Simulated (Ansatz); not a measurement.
The same path of CH4OZn + H2 (9 atoms, charge 0, multiplicity 1) was run twice with different band settings. Lost on the way: H4–H5. Made: Zn1–H5, O2–H4.

Level of theory: UKS PBE0-D4/def2-SVP (Ansatz 0.2.0).

Relaxed end points:

```xyz
9
Properties=species:S:1:pos:R:3
Zn 0.550 0.126 -0.187
O 0.029 0.939 -1.689
C 1.127 -0.863 1.362
H -2.252 0.592 -1.517
H -3.005 0.530 -1.390
H -0.180 1.875 -1.616
H 2.203 -1.091 1.308
H 0.947 -0.293 2.287
H 0.581 -1.816 1.442
```

```xyz
9
Properties=species:S:1:pos:R:3
Zn -0.945 -0.499 0.068
O -0.378 1.305 -1.126
C 0.736 -0.730 1.057
H -0.855 1.451 -1.951
H -2.387 -0.678 -0.524
H 0.553 1.469 -1.315
H 1.602 -0.828 0.378
H 0.941 0.135 1.713
H 0.732 -1.626 1.698
```

Common settings: movable images 9; climbing image yes; spring 5.0 eV/Å²; optimiser quadratic models (default); start path through a guess of the saddle point; iteration limit 60; end points relaxed.

| run | force threshold |
| --- | --- |
| 1 | 0.05 eV/Å |
| 2 | 0.5 eV/Å |

Task: What does each run give, and how far can it be trusted?

Result: Run 1: converged after 16 iterations, highest image 0.799 eV above the first end. A vibrational analysis at the climbing image gives one clearly imaginary mode, 1127i cm⁻¹: a first-order saddle point.
Run 2: converged after 10 iterations, highest image 0.795 eV above the first end. The threshold of 0.5 eV/Å is loose, so the images may lie well off the minimum-energy path. The order of the stationary point at the top wasn't checked.
The orbitals were unrestricted but ended closed-shell.
